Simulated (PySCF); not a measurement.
# Magnetic susceptibility: `Fc1snnc1[SiH3]`, C₂H₃FN₂SSi

Geometry (Å), atoms numbered from 1 in this order:
```xyz
10

F     0.922    2.039    0.514
C     1.151    0.779    0.176
S     2.739    0.145   -0.030
N     2.077   -1.335   -0.405
N     0.826   -1.353   -0.379
C     0.214   -0.198   -0.060
Si   -1.665   -0.051    0.024
H    -2.060    0.982   -0.935
H    -2.191   -1.366   -0.314
H    -2.004    0.363    1.386
```

Computed with PySCF 2.14.0, GIAO PBE/pcSseg-1 magnetisability, rotational g tensor and spin-rotation constants, non-relativistic, gas phase. Geometry: GFN2-xTB.

Q: What are the magnetisability and the molar susceptibility?

A: Isotropic -1008 × 10⁻³⁰ J/T², or -60.7 × 10⁻⁶ cm³/mol; principal values -1477, -865, -681 × 10⁻³⁰ J/T², anisotropy 721 × 10⁻³⁰ J/T² (root of half the summed squared differences of the principal values). The susceptibility is in cgs units.

Q: Split it along the inertial axes a, b, c into diamagnetic and paramagnetic parts about the centre of mass, with the quadrupole moment.

A: 
| axis | χ (10⁻⁶ cm³/mol) | diamagnetic (10⁻⁶ cm³/mol) | paramagnetic (10⁻⁶ cm³/mol) | summed x² of all electrons (Å²) | quadrupole Θ (D Å) |
| --- | --- | --- | --- | --- | --- |
| a | -41.3 | -429.4 | 388.0 | 195.2 | +7.70 |
| b | -51.8 | -888.5 | 836.6 | 87.0 | -8.82 |
| c | -88.9 | -1197.1 | 1108.2 | 14.2 | +1.12 |

Anisotropies 2χaa − χbb − χcc = +58.1 and 2χbb − χaa − χcc = +26.6 × 10⁻⁶ cm³/mol. Θ is traceless in Buckingham's convention.

Q: And the rotational g tensor?

A: 
```csv
axis,rotational constant (GHz),g,nuclear part,electronic part
a,3.3140,-0.0946,0.5095,-0.6041
b,1.4557,-0.0277,0.5444,-0.5722
c,1.0233,-0.0045,0.5283,-0.5327
```
Asymmetric top; isotopes 12C, 19F, 1H, 14N, 32S, 28Si; no vibrational averaging.
